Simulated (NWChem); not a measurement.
# CaO; SMILES [O]=[Ca]

```xyz
2

Ca     0.0000     0.0000    -0.5818
O      0.0000     0.0000     1.4544
```
Atoms are numbered in this order, from 1.

Program: NWChem. Medium grid unless said otherwise, to which SCAN and Minnesota functionals are sensitive. The geometry was optimised at B3LYP/6-31G* (spherical d). B3LYP is NWChem's, with the RPA form of VWN correlation. Total energies of different functionals are on different scales.

| level | energy (Ha) | highest occupied level (eV) | orbital gap (eV) | dipole (D) |
|---|---|---|---|---|
| B3LYP/def2-SVP | -752.6277 | -4.35 | 1.93 | 8.70 |
| PBE/def2-SVP | -752.3271 | -3.42 | 0.79 | 7.91 |
| LDA (Slater exchange, PW92)/def2-SVP | -750.2454 | -3.63 | 0.85 | 7.92 |
| LC-BLYP (range parameter 0.33 per bohr)/def2-SVP | -752.2134 | … | … | … |
| HCTH/407/def2-SVP | -752.7530 | -3.54 | 0.68 | 7.93 |
| CAM-B3LYP/def2-SVP | -752.6038 | -5.68 | 4.15 | 9.65 |
| PBE0/def2-SVP | -752.3460 | -4.40 | 2.29 | 9.22 |
| BP86/def2-SVP | -752.6954 | -3.55 | 0.87 | 7.84 |
| RPBE/def2-SVP | -752.5655 | -3.34 | 0.74 | 7.90 |
| SCAN/def2-SVP | -752.6473 | -3.44 | 1.09 | 8.54 |
| B97-2/def2-SVP | -752.6577 | -4.13 | 2.08 | 9.13 |

Task: What belongs in the gaps?

Result: 
- LC-BLYP (range parameter 0.33 per bohr)/def2-SVP, highest occupied level (eV): -6.56
- LC-BLYP (range parameter 0.33 per bohr)/def2-SVP, orbital gap (eV): 5.69
- LC-BLYP (range parameter 0.33 per bohr)/def2-SVP, dipole (D): 9.74
